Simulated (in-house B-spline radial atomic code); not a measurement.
# Ionising Fe+ with different functionals

Computed with a B-spline radial code for spherical atoms: four-component Dirac-Coulomb Hamiltonian, Fermi nucleus of rms radius 3.7377 fm, spin-restricted, spherical fractional occupations for the functionals. The ionisation energy is the difference of two self-consistent energies, [Ar] 3d6 4s1 → [Ar] 3d6, without Breit or QED terms; ε is the level of the shell that loses the electron (mean over j).

Hybrids are left out here: with spherical fractional occupations of an open shell their exact exchange keeps a self-interaction that integer-occupation calculations don't have.

```csv
method,rung,ΔSCF (eV),-ε(4s) (eV)
LDA VWN5,LDA,16.49,12.63
relativistic LDA,LDA,16.47,12.61
LDA PW92,LDA,16.49,12.63
LDA exchange-only,LDA,15.45,11.58
PBE,GGA,?,?
PBEsol,GGA,16.12,12.33
BLYP,GGA,?,?
RPBE,GGA,16.06,12.17
PW91,GGA,16.25,12.39
BP86,GGA,16.31,12.53
AM05,GGA,16.07,12.27
OLYP,GGA,15.86,11.89
```

Problem. What does PBE give?

Solution. ΔSCF 16.20 eV, and -ε(4s) = 12.33 eV.

Problem. What does BLYP give?

Solution. ΔSCF 16.38 eV, and -ε(4s) = 12.41 eV.

Problem. How do they compare with the NIST value?

Solution. NIST lists 16.199 eV (measured, ground level to ground level). Errors run from -0.75 to +0.29 eV; PBE is closest (+0.00 eV), but part of that can be cancellation, since the calculations leave out Breit-QED terms, spin polarisation, the choice among j levels, multiplet and fine-structure energies.
